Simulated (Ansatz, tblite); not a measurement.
Cost and result up the ladder for [Ag(NH3)2]+ (AgN₂H₆⁺) (9 atoms). Total charge 1; singlet. Geometry: PBE-D4/def2-TZVP.

```xyz
9

Ag    0.000    0.000    0.000
N    -1.102   -1.806   -0.174
H    -1.307   -2.214    0.743
H    -0.591   -2.512   -0.712
H    -1.999   -1.657   -0.646
N     1.102    1.806    0.174
H     0.565    2.532    0.656
H     1.362    2.181   -0.743
H     1.970    1.671    0.702
```

Ansatz on 4 threads of Arm Neoverse V2 on a shared host; xTB runs through tblite on one thread. Times are rough, summed over both states, and most runs start from the orbitals of an earlier one. PBE0-D4/def2-TZVP serves as the yardstick here, not as an exact answer. The other state is a triplet.

In the def2 sets Ag takes a core potential; there is no spin–orbit coupling. The xTB rows come from tblite.

xTB has no spin-polarisation term.

| level | functions | vertical triplet (eV) | difference from PBE0-D4/def2-TZVP (eV) |
| --- | --- | --- | --- |
| PBE-D4/def2-TZVP | 138 | 5.02 | -0.23 |
| GFN2-xTB | 23 | 6.42 | 1.17 |
| PBE0-D4/def2-TZVP | 138 | 5.25 | 0.00 |
| GFN1-xTB | 29 | 5.12 | -0.13 |
| r2SCAN-D4/def2-TZVP | 138 | 5.12 | -0.13 |

Q: Estimate how long each takes.

A: GFN2-xTB 0.004 s; GFN1-xTB 0.006 s; PBE-D4/def2-TZVP 2.2 s; PBE0-D4/def2-TZVP 2.6 s; r2SCAN-D4/def2-TZVP 4.4 s. On shared hardware such times vary by a factor of up to 3.
